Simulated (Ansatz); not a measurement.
Ideal-gas functions of BH5NPS (`NBPS`) at 400 K and 1 bar, from an Ansatz frequency run at PBE0-D4/def2-TZVP.

Molar mass 92.9 g/mol, point group C1 (symmetry number 1), electronic degeneracy 1, moments of inertia 59.723, 210.786, 246.042 u Å². Harmonic wavenumbers (cm⁻¹, unscaled): 15, 137, 178, 280, 487, 569, 627, 645, 735, 793, 893, 913, 924, 1140, 1362, 1639, 2395, 2621, 2709, 3599, 3695.

Use S(trans) = R[1.5 ln M + 2.5 ln T − 1.1517]; rotational temperatures θ = 24.2544 K / I; S(rot) = R[ln(√π/σ · √(T³/θAθBθC)) + 1.5]; for each mode x = 1.438777 ν̃/T, S = R[x/(eˣ − 1) − ln(1 − e⁻ˣ)] and H = RT x/(eˣ − 1); 1 cm⁻¹ = 0.0119627 kJ/mol; R = 8.31446 J/(mol·K).

Problem. By hand: the entropy, in J/(mol·K).

Solution. Translation 171.5. Rotation: θ = 0.4061, 0.1151, 0.0986 K, giving 114.3. Vibration, mode by mode: 32.59, 14.28, 12.16, 8.60, 4.64, 3.67, 3.12, 2.96, 2.30, 1.95, 1.46, 1.38, 1.34, 0.71, 0.37, 0.16, 0.01, 0.01, 0.01, 0.00, 0.00, in all 91.7. Electronic 0.0. Sum 377.5 J/(mol·K).

Problem. By hand: H − E and G − E in kJ/mol, counted from the electronic energy.

Solution. Zero-point energy ½ × 26356 × 0.0119627 = 157.6; thermal vibration 17.0; translation, rotation and pV give 4 RT = 13.3. H − E = 187.9 kJ/mol, and G − E = 187.9 − 400 × 377.5/1000 = 36.9 kJ/mol.

Vibration gives 24 % of the entropy, 46.9 J/(mol·K) of it from the modes under 150 cm⁻¹: soft modes count most, and the harmonic formula is weakest for them. The sum counts one conformer and one mirror image; others add a mixing term.
